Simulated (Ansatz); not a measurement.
Isolated molecules relaxed with PBE0-D4/def2-TZVP in Ansatz; ΔE leaves out vibrations. CBS: MP2 limit from def2 TZ/QZ plus the TZ coupled-cluster correction, frozen cores. Functionals use def2-TZVPP. HSE06 is defined as in plane-wave codes. Elements past krypton have def2 core potentials. For In outer-core shells are correlated without core-valence functions, which leaves a few kJ/mol of doubt a bond. Each species was taken in one conformer, which may not be the lowest.

`[SiH3][InH2]` + `[OH][Al]([SH])[Cl]` → `[SiH3][O][Al]([SH])[Cl]` + `[InH3]`  (cleavage of the Si–In bond)

`[SiH3][InH2]`:

```xyz
7

Si   -0.828   -0.284   -0.709
In    1.055    0.341    0.932
H    -1.731   -1.347   -0.189
H    -0.256   -0.763   -2.000
H    -1.662    0.913   -1.012
H     1.179   -0.372    2.502
H     2.243    1.512    0.475
```

`[OH][Al]([SH])[Cl]`:

```xyz
6

O     0.053   -0.299    1.727
Al    0.103   -0.045    0.067
S    -1.683    0.707   -0.890
Cl    1.827   -0.439   -1.049
H     0.788   -0.628    2.241
H    -1.088    0.705   -2.096
```

`[SiH3][O][Al]([SH])[Cl]`:

Cartesian coordinates in Å:
```
Si 1.718 0.346 0.168
O 0.125 0.059 -0.018
Al -1.470 0.044 -0.505
S -2.907 -1.265 0.439
Cl -2.123 1.289 -2.040
H 1.964 1.806 0.298
H 2.201 -0.339 1.394
H 2.467 -0.173 -1.006
H -1.975 -1.765 1.270
```

`[InH3]`:

Z-matrix (Å, degrees):
```
In
H 1 1.724
H 1 1.724 2 120.0
H 1 1.724 2 120.0 3 -180.0
```

| level | ΔE (kJ/mol) |
| --- | --- |
| PBE-D4 | -53.2 |
| r2SCAN-D4 | -71.9 |
| ωB97X-V | -77.9 |
| HSE06 | -60.1 |
| CCSD(T)/def2-SVP | -74.4 |
| SCS-MP2/def2-TZVPP | -85.9 |
| CCSD/def2-TZVPP | -80.8 |
| MP2/def2-QZVPP | -78.5 |

Q: What does CCSD(T)/CBS give? (Best estimate.)

A: The calculation gave: -74.4 kJ/mol. The listed levels differ from it by 21.2, 2.5, -3.5, 14.3, 0.0, -11.5, -6.4, -4.1 kJ/mol.

Largest T1 diagnostic among the species: 0.014.

In def2-TZVPP, CCSD(T) changes the Hartree–Fock value by +27.6 kJ/mol (the triples alone add +3.3 kJ/mol) and MP2 by +25.7 kJ/mol. From BLYP to BHLYP (50 % exact exchange), in def2-TZVPP and without D4, ΔE moves by −19.6 kJ/mol. Leaving LDA and LC-ωPBE aside and taking each functional with its dispersion term where it has one, the values, not all of them listed here, spread over 36.2 kJ/mol, from BHLYP-D4 to PBE-D4. LDA lies −3.9 kJ/mol from PBE without D4.
